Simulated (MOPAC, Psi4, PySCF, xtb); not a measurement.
Relaxed torsion scan: SMILES N#Cc1ccccc1O (C7H5NO). Scanned: dihedral C3–C8–O9–H14; all other coordinates were relaxed at GFN2-xTB. Points at φ and −φ are mirror images. Heavy atoms are numbered in the order of the SMILES N#Cc1ccccc1O, hydrogens after them in the order of the atoms that carry them; the mirror image has the same energies with the sign of each dihedral reversed.

Methods: GFN1-xTB // GFN2-xTB (xtb); RHF/3-21G = restricted Hartree-Fock/3-21G, density fitting // GFN2-xTB run with PySCF; PM7, restricted, heats of formation // GFN2-xTB (MOPAC); PBE-D3(BJ)/def2-SVP // GFN2-xTB (Psi4).

Energies relative to the lowest point of each profile, in kcal/mol; the last columns give the difference from PBE-D3(BJ):

```
φ / °  GFN1-xTB  RHF/3-21G  PM7  PBE-D3(BJ)/def2-SVP  GFN1-xTB − PBE-D3(BJ)/def2-SVP  RHF/3-21G − PBE-D3(BJ)/def2-SVP  PM7 − PBE-D3(BJ)/def2-SVP
-----  --------  ---------  ---  -------------------  ------------------------------  -------------------------------  -------------------------
-160        2.4        2.2  1.2                  3.5                            -1.1                             -1.3                       -2.3
-140        3.8        3.0  2.3                  5.2                            -1.4                             -2.2                       -2.9
-120        5.3        3.6  3.4                  7.0                            -1.7                             -3.4                       -3.6
-100        6.2        3.8  4.0                  8.0                            -1.8                             -4.2                       -4.0
-80         5.8        3.6  3.6                  7.4                            -1.6                             -3.8                       -3.8
-60         4.3        2.9  2.5                  5.4                            -1.1                             -2.5                       -2.9
-40         2.4        1.7  1.2                  2.9                            -0.5                             -1.2                       -1.7
-20         0.7        0.5  0.3                  0.8                            -0.1                             -0.3                       -0.5
0           0.0        0.0  0.0                  0.0                             0.0                              0.0                        0.0
20          0.7        0.5  0.3                  0.8                            -0.1                             -0.3                       -0.5
40          2.4        1.7  1.2                  2.9                            -0.5                             -1.2                       -1.7
60          4.3        2.9  2.5                  5.4                            -1.1                             -2.5                       -2.9
80          5.8        3.6  3.6                  7.4                            -1.6                             -3.8                       -3.8
100         6.2        3.8  4.0                  8.0                            -1.8                             -4.2                       -4.0
120         5.3        3.6  3.4                  7.0                            -1.7                             -3.4                       -3.6
140         3.8        3.0  2.3                  5.2                            -1.4                             -2.2                       -2.9
160         2.4        2.2  1.2                  3.5                            -1.1                             -1.3                       -2.3
180         1.8        1.8  0.8                  2.8                            -1.0                             -1.0                       -2.0
```

GFN1-xTB is furthest from PBE-D3(BJ)/def2-SVP at -100 (-1.8 kcal/mol, below); its mean absolute difference over the points is 1.1 kcal/mol.

RHF/3-21G is furthest from PBE-D3(BJ)/def2-SVP at -100 (-4.2 kcal/mol, below); its mean absolute difference over the points is 2.2 kcal/mol.

PM7 is furthest from PBE-D3(BJ)/def2-SVP at -100 (-4.0 kcal/mol, below); its mean absolute difference over the points is 2.5 kcal/mol.
